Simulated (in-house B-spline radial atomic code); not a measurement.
# RPA and G0W0 on LDA exchange-only: I²⁺

Configuration [Kr] 4d10 5s2 5p3, highest spin, mean-field start LDA exchange-only. Computed with an all-electron radial atomic-structure program (B-spline basis): all electrons, non-relativistic, point nucleus, each spin shell either full or empty, empty states to l = 9 with an (l + 1/2)⁻⁴ tail; G0W0 by contour deformation at full frequency.

Without relativity these are model numbers: it shifts the levels of so heavy an element strongly and can reorder them.

Command:
```bash
python run_gw.py task.json out
```
Settings (radii: box in bohr, nucleus in fm):
```
Z                        53
electrons                51
configuration            [Kr] 4d10 5s2 5p3
hamiltonian              nr
method                   lda,
lmax                     9
spin_polarised           True
box_radius               17.55
intervals                54
```

Run time, properties included: 5.9 s on 1 thread of Arm Neoverse N1, with other jobs on the host.

Energies (hartree):

| term | value |
| --- | --- |
| mean-field total | -6908.70479 |
| Hartree-Fock functional on these orbitals | -6916.93680 |
| direct second order | -4.5447 |
| second-order exchange | 1.2443 |
| SOSEX correction | 1.1524 |

What is the RPA correlation energy, and what remains with SOSEX?

RPA gives -3.9549 hartree (-2.11 eV per electron); RPA + SOSEX gives -2.8026, and the second-order doubles -3.3004 hartree (no singles). SOSEX takes back 29 % of the RPA value.

Quasi-particle levels (eV):

```
  level  occupied  mean field  Σx - vxc     Σc  QP weight     G0W0
  5p up       yes     -24.476     -5.62      ?          ?        ?
5s down       yes      -31.35     -4.15  -2.26      0.910   -37.76
5p down        no     -21.395      4.70  -2.62      0.924  -19.319
```

G0W0 = mean field + (Σx - vxc) + Σc, with Σc (partial-wave tail included) taken at the quasi-particle energy. Only the outer levels were computed. Levels of low weight are left out.

Where does G0W0 put 5p up?

At -30.41 eV, with Σc = -0.31 eV and a quasi-particle weight of 0.909. The tabulated removal energy is 29.57 ± 0.025 eV (NIST, measured); the calculation leaves out relativity, Breit and QED terms, and what these don't explain is the method's own error.
